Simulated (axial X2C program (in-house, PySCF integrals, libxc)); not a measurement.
## LiAs⁻: cheaper levels and CCSD(T), with spin–orbit coupling

Calculated with an in-house relativistic program for diatomic molecules. Two-component (2c) means X2C with spin–orbit coupling and atomic mean-field two-electron Coulomb and Gaunt terms. Basis: As dyall-acv3z [10s10p7d5f1g], Li dyall-av3z [9s9p3d] (cores contracted in-house); Gaussian nuclei, density fitting, unrestricted open shells. Masses: As 74.922 u, Li 7.016 u.

State: Ω = 3/2 (⟨Sz⟩ = 1.48, ⟨Lz⟩ = 0.02 at HF); fragments As- + Li for PBE0, MP2, CCSD(T); As + Li- for HF, CCSD.

| level | Re (Å) | ωe (cm⁻¹) | De (eV) |
| --- | --- | --- | --- |
| PBE0 | 2.508 | 333.8 | n/a |
| HF | 2.557 | 350.4 | n/a |
| MP2 | 2.560 | 343.8 | 1.44 |
| CCSD | 2.556 | 343.9 | n/a |

Correlated methods: 7 electrons correlated (number of frozen shells: As 3 s, 2 p, 1 d; Li 1 s), 255 virtual spin orbitals or spinors in MP2, 88 natural virtuals in coupled cluster.

CCSD(T), same Hamiltonian and basis:

Re = 2.560 Å, ωe = 341.0 cm⁻¹, De = 1.48 eV; T1 = 0.018 (Lee–Taylor normalisation).

(1) Give the differences from CCSD(T) in the columns below.

Occupations by symmetry block were frozen at the best pattern of an incomplete PBE0 search. Dissociation energies refer to the lowest single-determinant-based atoms at the same level and basis. De is not given where an atomic determinant may have missed its ground term or J level, or where the truncated virtual space spoils (T). Density functionals use the spin component along the axis (collinear). CCSD and (T) use frozen natural virtuals with an MP2 correction for the truncation; (T) itself is uncorrected, so its De runs slightly low. PBE0 can misorder states that lie within some tenths of an eV, so this need not be the ground state of the molecule. The nearest other spin-free determinant of the search, M_S = 1/2, Λ = 0, lies 0.03 eV up at the distance of the search. Without a current term, density functionals place determinants with orbital angular momentum somewhat too high. With several unpaired electrons one determinant need not be a pure state. A state of lower Ω lies just above, and one determinant can place such states too high, so the state shown need not be the lowest. The search has Ω = 1/2 only 0.04 eV up. The highest occupied level of some functionals is positive through self-interaction error; at Hartree–Fock it is bound. This is the top spin component of a Σ state; components of lower Ω are not single determinants and can lie lower.

Results:

(1) 

```tsv
level	ΔRe (Å)	Δωe (cm⁻¹)	ΔDe (eV)
PBE0	-0.052	-7	n/a
HF	-0.003	9	n/a
MP2	0.000	3	-0.04
CCSD	-0.004	3	n/a
```
